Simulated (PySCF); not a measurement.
Two-component Hartree-Fock for Pr³²⁺ (praseodymium, charge +32)

Start: [Ar] 3d9; 3d3/2 filled at m_j = -3/2, -1/2, +1/2, +3/2; 3d5/2 filled at m_j = -3/2, -1/2, +1/2, +3/2, +5/2. Calculated with PySCF 2.14 in an uncontracted even-tempered set (16 s from 5.5 bohr⁻², ratio 2.8; 12 p from 7.2 bohr⁻², ratio 2.8; 8 d from 7.2 bohr⁻², ratio 2.8; 3 f from 29 bohr⁻², ratio 3): generalised Hartree-Fock with the X2C-1e Hamiltonian and a Gaussian nucleus; one run each with spin-orbit coupling (SO) switched off, then screened by Boettger's factors.

```csv
spinor shell,electrons,"ε, spin-free (eV)","ε, screened SO (eV)",weight of nominal j (screened SO),"rms radius, screened SO (bohr)"
1s1/2,2,-43470.0,-43463.8,1.000,0.0275
2s1/2,2,-8137.8,-8135.8,1.000,0.111
2p1/2,2,-7411.2,-7752.4,1.000,0.0955
2p3/2,4,-7411.2,-7261.0,1.000,0.101
3s1/2,2,-2676.5,-2676.0,1.000,0.283
3p1/2,2,-2440.1,-2515.5,0.999,0.274
3d3/2,4,-2126.2,-2140.2,0.988,0.255
3d5/2,5,-2126.2,-2116.2,0.990,0.258
```

(1) Where does 3p3/2 lie, and what is the 3p spin-orbit splitting (screened SO)?

| quantity | spin-free | screened SO |
| --- | --- | --- |
| E (hartree) | -8640.23987 | -8644.74591 |
| M_J | 5/2 | 5/2 |
| ⟨J²⟩ | 8.750 | 8.750 |
| ⟨L²⟩ | 6.000 | 6.023 |
| ⟨S²⟩ | 0.750 | 0.772 |

Each row is a mean over spinors that exchange with the open shell spreads, by up to 20.818 eV (3p3/2).

Breit and QED terms are absent; they matter most for the inner s and p1/2 levels.

Densities and radii are taken from the X2C orbitals without a picture-change correction, which distorts them close to the nucleus.

Without spin-orbit coupling the j labels of p, d and f shells carry no meaning; the spin-free column gives the mean over the occupied spinors of each nl shell.

Results:

(1) At -2406.5 eV, 108.99 eV above 3p1/2.
